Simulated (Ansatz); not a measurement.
Geometry optimisation, RKS B3LYP-D4/def2-SVP (Ansatz).

The input (input.yaml):

```yaml
crystal:
  periodic: [false, false, false]
  atoms:
    - { symbol: Si, position_ang: [-0.202977, -0.252248, 0.018101] }
    - { symbol: H, position_ang: [-1.513309, -0.136631, -0.578977] }
    - { symbol: "N", position_ang: [0.288059, 1.200629, -0.72281] }
    - { symbol: H, position_ang: [-0.491053, 1.330018, -1.366515] }
    - { symbol: O, position_ang: [0.646239, -1.606216, -0.421454] }
    - { symbol: O, position_ang: [-0.172398, -0.302455, 1.682196] }
    - { symbol: H, position_ang: [1.184997, 1.551292, -1.035189] }
    - { symbol: H, position_ang: [0.795477, -2.247896, 0.283298] }
    - { symbol: H, position_ang: [-0.535035, 0.463607, 2.141351] }
basis:
  gaussian: { orbitals: def2-SVP }
hamiltonian:
  xc: b3lyp
  dispersion: d4
relax:
  f_tol: 0.03
  max_steps: 50
output:
  orbitals: {}
```

Run as:

```bash
$ ansatz run input.yaml --threads 2 --pin off --max-ram 3072MiB --backend cpu --events-out ev --progress --plain --runs-dir out
```

Task: Where does it end, and by what steps?

Result: The run converged. After 6 steps the energy has fallen by 0.349 eV; H2 moved furthest, 0.39 Å.

```
step  energy less start (eV)  largest force component (eV/Å)  accepted
   0                  0.0000                           1.182       yes
   1                 -0.2222                           0.674       yes
   2                 -0.3010                           0.965       yes
   3                 -0.3401                           0.304       yes
   4                 -0.3469                           0.112       yes
   5                 -0.3461                           0.266        no
   6                 -0.3487                           0.014       yes
```

```xyz
9
Properties=species:S:1:pos:R:3
Si -0.291 -0.273 -0.011
H -1.708 -0.441 -0.431
N 0.224 1.189 -0.748
H -0.299 1.566 -1.532
O 0.649 -1.567 -0.460
O -0.136 -0.244 1.650
H 1.206 1.441 -0.802
H 0.820 -2.212 0.237
H -0.465 0.543 2.098
```

Time of the run: 5.1 s on 2 threads of AMD EPYC 9R45 96-Core Processor (Zen 5) (shared host), peak memory 0.18 GiB.
